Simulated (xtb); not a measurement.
CH$_{2}$N, charge +1, singlet, at a GFN2-xTB geometry; GFN2-xTB (xtb).

xtb was given this input:
```
$ xtb mol.xyz --gfn 2 --chrg 1 --acc 1000 --json

# file mol.xyz
4

C     -0.00000000    -0.00000000    -0.60033760
N      0.00000000     0.00000000     0.53266898
H     -0.00000000    -0.00000000    -1.67489223
H      0.00000000     0.00000000     1.54823496
```

The log (banner, timings and long lists left out):

```
   ID    Z sym.   atoms
    1    6 C      1
    2    7 N      2
    3    1 H      3, 4

           -------------------------------------------------
          |                Calculation Setup                |
           -------------------------------------------------

           -------------------------------------------------
          |                 G F N 2 - x T B                 |
           -------------------------------------------------

          ...................................................
          :                      SETUP                      :
          :.................................................:
          :  # basis functions                  10          :
          :  # atomic orbitals                  10          :
          :  # shells                            6          :
          :  # electrons                        10          :
          :  max. iterations                   250          :
          :  Hamiltonian                  GFN2-xTB          :
          :  restarted?                      false          :
          :  GBSA solvation                  false          :
          :  PC potential                    false          :
          :  electronic temp.          300.0000000     K    :
          :  accuracy                 1000.0000000          :
          :  -> integral cutoff          0.2000000E+02      :
          :  -> integral neglect         0.1000000E-04      :
          :  -> SCF convergence          0.1000000E-02 Eh   :
          :  -> wf. convergence          0.1000000E+00 e    :
          :  Broyden damping             0.4000000          :
          :  net charge                          1          :
          :  unpaired electrons                  0          :
          ...................................................

 iter      E             dE          RMSdq      gap      omega  full diag
   1     -5.4887179 -0.548872E+01  0.119E+01    8.29       0.0  T
   2     -5.5420414 -0.533235E-01  0.912E+00    7.90       1.0  T
   3     -5.6694059 -0.127364E+00  0.472E+00    7.80       1.0  T
   4     -5.6706254 -0.121956E-02  0.684E-01    7.29       1.0  T
   5     -5.6708153 -0.189837E-03  0.585E-01    7.44       1.0  T
   6     -5.6715660 -0.750717E-03  0.130E-01    7.42       1.0  T

   *** convergence criteria satisfied after 6 iterations ***

         :::::::::::::::::::::::::::::::::::::::::::::::::::::
         ::                     SUMMARY                     ::
[...]
         :: total energy              -5.524287304792 Eh    ::
[...]
         7                         -0.5560219             -15.1301
         8                         -0.3041925              -8.2775
         9                         -0.0623887              -1.6977
        10                          1.0137854              27.5865
      -------------------------------------------------------------
                  HL-Gap            0.2728537 Eh            7.4247 eV
             Fermi-level           -0.6924488 Eh          -18.8425 eV

     #   Z          covCN         q      C6AA      α(0)
     1   6 C        1.837     0.173    27.000     8.394
     2   7 N        1.770     0.155    19.212     6.490
     3   1 H        0.926     0.297     0.718     1.325
     4   1 H        0.860     0.375     0.527     1.137

 Mol. C6AA /au·bohr⁶  :        124.069906
 Mol. C8AA /au·bohr⁸  :       2909.168762
 Mol. α(0) /au        :         17.346751

Wiberg/Mayer (AO) data.
largest (>0.10) Wiberg bond orders for each atom

 ---------------------------------------------------------------------------
     #   Z sym  total        # sym  WBO       # sym  WBO       # sym  WBO
 ---------------------------------------------------------------------------
     1   6 C    3.805 --     2 N    2.914     3 H    0.884
     2   7 N    3.755 --     1 C    2.914     4 H    0.833
     3   1 H    0.912 --     1 C    0.884
     4   1 H    0.860 --     2 N    0.833
 ---------------------------------------------------------------------------

Topologies differ in total number of bonds
Writing topology from bond orders to xtbtopo.mol

molecular dipole:
                 x           y           z       tot (Debye)
 q only:        0.000       0.000       0.119
   full:       -0.000       0.000       0.063       0.160
molecular quadrupole (traceless):
                xx          xy          yy          xz          yz          zz
 q only:       -3.283       0.000      -3.283       0.000       0.000       6.565
  q+dip:       -4.887       0.000      -4.887       0.000      -0.000       9.774
   full:       -3.721      -0.000      -3.721       0.000      -0.000       7.442

           -------------------------------------------------
          | TOTAL ENERGY               -5.524287304792 Eh   |
          | GRADIENT NORM               0.001236267918 Eh/α |
          | HOMO-LUMO GAP               7.424727852622 eV   |
           -------------------------------------------------

normal termination of xtb
```
